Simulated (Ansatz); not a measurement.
Reaction (ligand exchange at a Ge–N bond): `[Cl][GeH2][NH][SiH](Cl)Cl` + HBr → `[Cl][GeH2][Br]` + `N[SiH](Cl)Cl`

Program: Ansatz. Geometries: PBE0-D4/def2-TZVP. ΔE: electronic, gas phase. CBS: MP2 limit from def2 TZ/QZ plus the TZ coupled-cluster correction, frozen cores. Functionals use def2-TZVPP. B3LYP here is the variant with VWN-RPA as its local correlation; programs differ in this. For Br, Ge outer-core shells are correlated without core-valence functions, which leaves a few kJ/mol of doubt a bond. Scalar relativity is left out up to krypton. Each species was taken in one conformer, which may not be the lowest.

```csv
level,ΔE (kJ/mol),difference from CCSD(T)/CBS
B3LYP-D4,-58.4,-4.7
ωB97X-V,-58.0,-4.3
ωB97M-V,-58.9,-5.2
B2PLYP,-61.9,-8.2
PBE,-69.5,-15.8
r2SCAN,-65.0,-11.3
PBE0,-69.2,-15.5
SCS-MP2/def2-TZVPP,-51.9,1.8
HF/def2-QZVPP,-69.2,-15.5
HF/CBS(def2),-69.2,-15.5
CCSD(T)/CBS,-53.7,0
```

Largest T1 diagnostic among the species: 0.010.

In def2-TZVPP, CCSD(T) changes the Hartree–Fock value by +19.8 kJ/mol (the triples alone add +2.3 kJ/mol) and MP2 by +18.2 kJ/mol. The D4 term adds +11.0 kJ/mol with B3LYP and +6.6 kJ/mol with PBE0; it sums over pairs of atoms, weighted by their polarisabilities, and B3LYP, whose exchange is more repulsive, gets the larger term.
